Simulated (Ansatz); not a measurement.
`C[CH2][GeH2][CH3]` + H₂Te → `[CH3][GeH2][TeH]` + ethane at 600 K and 1 bar (ligand exchange at a Ge–C bond).

Calculated with Ansatz (gas phase, PBE0-D4/def2-TZVP geometries, no zero-point term in ΔE). CCSD(T)/CBS adds triple-zeta CCSD(T) − MP2 to the extrapolated MP2 energy (def2 sets, frozen cores). This one scheme is used for every species. def2 core potentials past Kr. For Ge, Te outer-core shells are correlated without core-valence functions, which leaves a few kJ/mol of doubt a bond. Scalar relativity is left out up to krypton. Each species was taken in one conformer, which may not be the lowest.

| species | CCSD(T)/CBS energy (Eh) | H − E (kJ/mol) | S (J/(mol·K)) |
| --- | --- | --- | --- |
| `C[CH2][GeH2][CH3]` | -2196.29761 | 376.6 | 455.4 |
| H₂Te | -268.91024 | 52.9 | 255.0 |
| `[CH3][GeH2][TeH]` | -2385.52242 | 210.7 | 431.2 |
| `CC` | -79.71954 | 228.8 | 274.9 |

H − E and S are ideal-gas, rigid-rotor, harmonic terms from PBE0-D4/def2-TZVP, for one conformer and one mirror image of each species. 1 Eh = 2625.50 kJ/mol, R = 8.31446 J/(mol·K).

Question: By hand: ΔE, ΔH, ΔS and ΔG.

Answer: ΔE = (-2385.52242) + (-79.71954) − (-2196.29761) − (-268.91024) = -0.03411 Eh = -89.6 kJ/mol. Δ(H − E) = 210.7 + 228.8 − 376.6 − 52.9 = 10.0, so ΔH = -79.6 kJ/mol. ΔS = 431.2 + 274.9 − 455.4 − 255.0 = -4.3 J/(mol·K). ΔG = -79.6 − 600 × (-4.3)/1000 = -77.0 kJ/mol.

Question: By hand: the equilibrium constant, and the temperature at which ΔG would vanish if ΔH and ΔS stayed fixed.

Answer: log₁₀ K = −ΔG/(RT ln 10) = 6.7. ΔG = 0 at ΔH/ΔS = 18512 K, far beyond where these terms or the molecules hold.

The number of gas molecules stays the same, so ΔS is small and ΔH decides. A doubt of 5 kJ/mol in ΔE shifts log₁₀ K by 0.4 here. Other conformers and mirror images would add mixing entropy, several J/(mol·K) or more a flexible species. These are equilibria of isolated gas molecules and say nothing of rates. Largest T1 diagnostic: 0.010 (customary marks: 0.02 for closed shells, 0.045 for open ones).
